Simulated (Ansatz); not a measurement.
Basis-set extrapolation for `F[SiH2]OP` (PBE0-D4/def2-TZVP geometry, frozen core, the Gaussian-basis code of Ansatz). Multiplicity 1, RHF reference.

|  | def2-TZVPP | def2-QZVPP |
| --- | --- | --- |
| HF | -806.529881 | -806.558874 |
| MP2 correlation | -0.757197 | -0.822875 |
| CCSD(T) correlation | -0.818902 | not run |

Energies in hartree. Use E(X) = E(∞) + A·exp(−7.88·√X) for Hartree–Fock and E(X) = E(∞) + B·X^(−2.97) for correlation, with X = 3 and 4, and add CCSD(T) minus MP2 of the smaller set to the MP2 limit.

Q: What is the CCSD(T) energy at the basis-set limit?

A: HF limit: -806.558874 + (-0.028993) × 0.13774 = -806.56287. MP2 limit: -0.822875 + (-0.065678) × 0.74074 = -0.87153. Higher-order term: -0.818902 − (-0.757197) = -0.06171. Total: -807.49611 hartree, 4.01 eV below CCSD(T)/def2-TZVPP.
